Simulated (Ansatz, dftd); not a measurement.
Reaction: SO3 (sulfur trioxide, SMILES O=S(=O)=O) + H+ → HSO3+ (SMILES O=S(=O)=[OH+])
Each species at its own B3LYP-D3(BJ)/def2-TZVP minimum (Ansatz, a program for electronic structure), one conformer.

Quantity: proton affinity (electronic), positive where energy is released, in kcal/mol. UHF or UKS for unpaired electrons; spin-orbit terms are left out. Cores are frozen in correlated methods. Rows without X2C or -DK are non-relativistic. CBS(X,Y): correlation extrapolated as X^-3, Hartree-Fock from the larger set (Q,5: extrapolated as (X+1)exp(-9√X)). A bracket is a step between two methods taken in the basis named. Functionals run without relativity, which enters their misses. Double hybrids freeze cores in their MP2 part. 'core' is core correlation in cc-pwCVTZ (1s frozen past Ne), 'X2C' scalar relativity in cc-pVTZ-DK, both at CCSD(T).

```json
[
 {"level": "HF/cc-pV(Q+d)Z", "program": "Ansatz", "proton affinity (kcal/mol)": "147.4", "difference against the last row": "0.7"},
 {"level": "HF/cc-pV(5+d)Z", "program": "Ansatz", "proton affinity (kcal/mol)": "147.3", "difference against the last row": "0.6"},
 {"level": "PBE-D3(BJ)/def2-TZVPD", "program": "Ansatz + dftd3", "proton affinity (kcal/mol)": "148.5", "difference against the last row": "1.8"},
 {"level": "r2SCAN-D4/def2-TZVPD", "program": "Ansatz + dftd4", "proton affinity (kcal/mol)": "147.9", "difference against the last row": "1.2"},
 {"level": "r2SCANh-D4/def2-TZVPD", "program": "Ansatz + dftd4", "proton affinity (kcal/mol)": "147.4", "difference against the last row": "0.7"},
 {"level": "wB97M-V/def2-TZVPD", "program": "Ansatz", "proton affinity (kcal/mol)": "145.1", "difference against the last row": "-1.6"},
 {"level": "B2PLYP/def2-TZVPD", "program": "Ansatz", "proton affinity (kcal/mol)": "146.1", "difference against the last row": "-0.6"},
 {"level": "MP2/CBS(cc-pV(Q+d)Z,cc-pV(5+d)Z)", "program": "Ansatz", "proton affinity (kcal/mol)": "144.8", "difference against the last row": "-1.9"},
 {"level": "CCSD(T)/cc-pV(Q+d)Z", "program": "Ansatz", "proton affinity (kcal/mol)": "148.6", "difference against the last row": "1.9"},
 {"level": "CCSD(T)/CBS(cc-pV(T+d)Z,cc-pV(Q+d)Z) + core + X2C", "program": "Ansatz", "proton affinity (kcal/mol)": "146.9", "difference against the last row": "0.2"},
 {"level": "CCSD(T)/CBS(cc-pV(Q+d)Z,cc-pV(5+d)Z)", "program": "Ansatz", "proton affinity (kcal/mol)": "146.7", "difference against the last row": "0.0"},
 {"level": "CCSDT(Q)/cc-pV(D+d)Z", "program": "Ansatz", "proton affinity (kcal/mol)": "156.5", "difference against the last row": "9.8"},
 {"level": "CCSD(T)/CBS(cc-pV(Q+d)Z,cc-pV(5+d)Z) + [CCSDT(Q) - CCSD(T)]/cc-pV(D+d)Z + core + X2C", "program": "Ansatz", "proton affinity (kcal/mol)": "146.7", "difference against the last row": "0.0"}
]
```
